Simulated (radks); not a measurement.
The numbers below are computed, except where a source is named.
Sc, 21 electrons, occupied as [Ar] 3d1 4s1 6f1 (not the ground configuration). Level of theory: scalar-relativistic Kohn-Sham, SCAN, spin-polarised, spherical densities, finite nucleus; open shells are filled with parallel spins first; meta-GGA in the generalised Kohn-Sham scheme; Fermi nuclear charge, rms radius 3.5459 fm (a radial shooting solver on a logarithmic mesh with Libxc functionals).

X-ray form factor f0, the Fourier transform of the density (f0(0) = 21):

sin(theta)/lambda (1/angstrom)  f0 (electrons)
0.05                                    19.494
0.1                                     18.215
0.15                                    16.688
0.2                                     15.175
0.25                                    13.748
0.3                                     12.430
0.4                                     10.233
0.5                                      8.692
0.6                                      7.683
0.8                                      6.455
1                                        5.497
1.25                                     4.345
1.5                                      3.352
2                                        2.092
